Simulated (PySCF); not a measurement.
Mo(NH)2(Cl)2 (Cl2H2MoN2), SMILES [NH]=[Mo](=[NH])([Cl])[Cl], multiplicity 1.

Coordinates come from a PBE0-D3(BJ)/def2-SVP optimisation. The spin state was assumed, not searched. The structure was generated by enumeration; whether it is a known compound was not checked. The def2 effective core potentials stand for the cores of Mo; spin–orbit coupling is left out.

The numbers are results of PBE0-D3(BJ)/def2-SVP in PySCF 2.14.0, not measurements.

Frequencies are harmonic and unscaled.

```tsv
mode	ν (cm⁻¹)	IR (km/mol)	Raman (Å⁴/amu)	depolarisation	moving atoms (share of kinetic energy)
1	108	1.0	3.5	0.73	Cl 79 %, Mo 17 %
2	174	2.5	2.8	0.75	N 31 %, Cl 31 %, Mo 29 %, H 9 %
3	209	15.2	3.2	0.75	N 47 %, H 24 %, Cl 21 %
4	216	0.0	8.7	0.75	N 68 %, Cl 18 %, H 14 %
5	306	12.6	8.4	0.75	N 55 %, H 26 %, Cl 17 %
6	381	297.6	0.0	–	H 80 %, N 18 %
7	399	14.7	9.6	0.06	Cl 68 %, Mo 20 %
8	422	29.5	0.0	–	Cl 58 %, Mo 36 %
9	637	0.0	1.4	0.75	H 84 %, N 16 %
10	653	239.6	2.5	0.75	H 66 %, N 27 %
11	751	49.8	1.8	0.75	H 67 %, N 32 %
12	1020	118.5	16.6	0.75	N 75 %, Mo 18 %
13	1058	53.0	52.1	0.01	N 82 %, Mo 11 %
14	3618	167.8	151.8	0.75	H 93 %
15	3622	257.6	196.8	0.15	H 92 %
```
